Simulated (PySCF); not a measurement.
Input of a run (PBE0-D3(BJ)/def2-SVP geometry optimisation, gas phase (PySCF 2.14.0)), started from GFN2-xTB:
```
{"job": {"xc": "PBE0", "basis": "def2-SVP", "d3": "d3bj", "grid": 1, "shake": 0.01, "kind": "geom"}, "charge": 0, "multiplicity": 1}
N     -1.691100     0.350140     0.373920
Ge    -1.017820    -1.018650    -0.566440
Se     0.577020    -0.144170    -2.023310
Ge     2.032840     0.662100    -0.351560
H     -1.997650     1.175690    -0.181040
H     -2.455800     0.158480     1.017820
H     -1.983910    -1.807450    -1.418180
H     -0.412940    -1.922180     0.482540
H      3.222220     1.197420    -1.013360
H      2.405750    -0.435410     0.609880
H      1.359490     1.758190     0.462260
```

Output (energies in Eh, forces in Eh/bohr):
```
step   0  E = -6612.84302400  max force = 0.038127
step   1  E = -6612.84664287  max force = 0.013442
step   2  E = -6612.84828902  max force = 0.005086
step   3  E = -6612.84885872  max force = 0.002178
step   4  E = -6612.84922091  max force = 0.002281
step   5  E = -6612.84957176  max force = 0.004113
step   6  E = -6612.84978966  max force = 0.002005
step   7  E = -6612.85002054  max force = 0.001733
step   8  E = -6612.85012480  max force = 0.001394
step   9  E = -6612.85016242  max force = 0.000828
step  10  E = -6612.85020642  max force = 0.000858
step  11  E = -6612.85022100  max force = 0.000850
step  12  E = -6612.85024366  max force = 0.000390
step  13  E = -6612.85025084  max force = 0.000354
optimisation converged
```

Question: Summarise the run.

Answer: The energy falls by 19.0 kJ/mol over 14 energy and gradient evaluations, the largest force component goes from 0.0381 to 3.5e-04 Eh/bohr, and the atoms move by 0.428 Å rms after alignment. The bond that changes most is Ge4–H9 (ends: germanium bonded to Se and 3 H; Ge–H hydrogen), which lengthens by 0.078 Å. Bonds longer at the end by more than 0.005 Å: 8 of 10; shorter: 1. Among the angles that change most is H5–N1–H6, from 105.4° to 109.7°. Among the dihedrals that turn most is H6–N1–Ge2–H7, from 56° to 82°. The energy never rose by more than 1e-6 Eh on the way. The first step brought 50 % of the lowering.

Question: What are the final bond lengths?

Answer: N1–Ge2 1.835 Å, Ge2–Se3 2.347 Å, Se3–Ge4 2.366 Å, N1–H5 1.016 Å, N1–H6 1.017 Å, Ge2–H7 1.545 Å, Ge2–H8 1.540 Å, Ge4–H9 1.541 Å, Ge4–H10 1.537 Å, Ge4–H11 1.536 Å. Numbering counts from 1 in the input's order; the species is `[Se]([GeH2][NH2])[GeH3]`.

The run used 145 basis functions and 94 SCF cycles in all. Time: 3.6 min; peak memory 0.66 GiB. Hardware: one thread of an Arm Neoverse V2, on a shared host.

PBE0-D3(BJ)/def2-SVP frequencies: not computed here. One conformer, not necessarily the lowest.
